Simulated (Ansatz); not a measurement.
C$_{4}$H$_{8}$AlF, singlet, geometry from GFN2-xTB (such geometries of metal compounds can be far from the true shape); HF/6-31G in Ansatz (a program for electronic structure).

Ansatz was given this input:
Ansatz 0.2 input:
```yaml
crystal:
  periodic: [false, false, false]
  atoms:
    - {symbol: Al, position_ang: [0.05821393, -0.01993853, 0.87893832]}
    - {symbol: C, position_ang: [0.13194111, -1.07998183, -0.83951215]}
    - {symbol: C, position_ang: [-0.50865969, -0.27259568, -1.91394489]}
    - {symbol: C, position_ang: [0.14481269, 0.46818370, -2.79683611]}
    - {symbol: H, position_ang: [-0.38429059, -2.03721463, -0.71313476]}
    - {symbol: H, position_ang: [1.17037358, -1.30686723, -1.10538472]}
    - {symbol: H, position_ang: [-1.59262150, -0.29683619, -1.93635223]}
    - {symbol: H, position_ang: [1.22179698, 0.52101084, -2.80353662]}
    - {symbol: H, position_ang: [-0.36786494, 1.04408510, -3.54792371]}
    - {symbol: F, position_ang: [-0.21806527, 1.60145590, 0.69552195]}
    - {symbol: C, position_ang: [0.26921554, -0.71048400, 2.72981326]}
    - {symbol: H, position_ang: [0.97823043, -0.09308366, 3.28947166]}
    - {symbol: H, position_ang: [0.62762187, -1.74053624, 2.76685201]}
    - {symbol: H, position_ang: [-0.67129739, -0.67519351, 3.28699177]}
basis:
  gaussian:
    orbitals: 6-31G
hamiltonian:
  xc: hf
```

Output, abridged:

```
Functional definition: HF
980 factors; integrals over basis functions are off by at most 2.3e-4 eV
mean field evaluation 1: about -13532.3447 eV, gradient 3.9e1 eV
mean field evaluation 2: about -13532.3480 eV, gradient 3.9e1 eV
mean field evaluation 4: about -13535.8934 eV, gradient 3.3e0 eV
mean field evaluation 8: about -13535.9293 eV, gradient 1.6e-4 eV
mean field -13535.92925316 eV, -497.4362250712 hartree, gradient 1.7e-5 eV, S^2 0.000000; 0 other end points of the search recorded, 0 dependent functions left out
reference -13535.92925316 eV, -497.4362250712 hartree; 27, 27 occupied and 47, 47 virtual orbitals, 980 factors
Total energy: -13535.92925316 eV, -497.4362250712 hartree
```
